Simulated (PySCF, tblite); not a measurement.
Isomers of C7H11FN2. Calculated harmonic vibrations of the isolated species, GFN2-xTB (tblite), most abundant isotopes, no scaling. Against measured fundamentals such values can be off by several per cent, at times by over 20. One conformer each.

Electronic energies: PBE0/pcSseg-1 single points on the GFN2-xTB geometries (PySCF, gas phase).

```json
{"SMILES": "C/N=C\\C1=C(F)N(C)CC1", "electronic energy, lowest = 0 (kcal/mol)": "24.0"}
{"SMILES": "CCc1cc(F)nn1CC", "electronic energy, lowest = 0 (kcal/mol)": "0.0"}
{"SMILES": "CNC[C@@H]1C[C@H](C#N)[C@H]1F", "electronic energy, lowest = 0 (kcal/mol)": "26.5"}
{"SMILES": "CC1=NN(C2CC2)C[C@@H]1F", "electronic energy, lowest = 0 (kcal/mol)": "34.6"}
{"SMILES": "C[C@@H](N)[C@@H]1C[C@H](C#N)[C@H]1F", "electronic energy, lowest = 0 (kcal/mol)": "18.6"}
```

How do GFN2-xTB zero-point energies change the relative energies?

```tsv
SMILES	ZPE (kcal/mol)	of it from modes above 1550 cm⁻¹	electronic (kcal/mol)	with ZPE, lowest = 0 (kcal/mol)	lowest mode (cm⁻¹)	rings
CCc1cc(F)nn1CC	108.5	50.0	0.0	0.0	59	1
C[C@@H](N)[C@@H]1C[C@H](C#N)[C@H]1F	107.9	54.0	18.6	18.0	39	1
C/N=C\C1=C(F)N(C)CC1	107.0	51.4	24.0	22.5	56	1
CNC[C@@H]1C[C@H](C#N)[C@H]1F	107.7	50.5	26.5	25.7	33	1
CC1=NN(C2CC2)C[C@@H]1F	107.3	50.0	34.6	33.5	42	2
```

The zero-point energies span 1.5 kcal/mol, from `C/N=C\C1=C(F)N(C)CC1` to `CCc1cc(F)nn1CC`. The order is unchanged.

And how do the electronic energies of GFN2-xTB itself compare?

`CCc1cc(F)nn1CC` 0.0; `C[C@@H](N)[C@@H]1C[C@H](C#N)[C@H]1F` 39.5; `C/N=C\C1=C(F)N(C)CC1` 21.7; `CNC[C@@H]1C[C@H](C#N)[C@H]1F` 41.2; `CC1=NN(C2CC2)C[C@@H]1F` 29.3 kcal/mol, lowest = 0. Against the energies above, taken from the same isomer `CCc1cc(F)nn1CC`, the largest difference is 20.9 kcal/mol.

What do entropy and thermal enthalpy add at 298.15 K and 1 bar (rigid rotor, harmonic oscillator, one conformer each)?

```
                             SMILES  point group  symmetry number  S (cal/(mol K))  H − H(0) (kcal/mol)  ZPE + H − H(0) − TS (kcal/mol)
                     CCc1cc(F)nn1CC           C1                1            100.5                 7.14                            85.6
C[C@@H](N)[C@@H]1C[C@H](C#N)[C@H]1F           C1                1            101.7                 7.27                            84.8
               C/N=C\C1=C(F)N(C)CC1           C1                1            102.9                 7.46                            83.8
       CNC[C@@H]1C[C@H](C#N)[C@H]1F           C1                1            103.0                 7.25                            84.2
             CC1=NN(C2CC2)C[C@@H]1F           C1                1             99.6                 6.91                            84.6
```
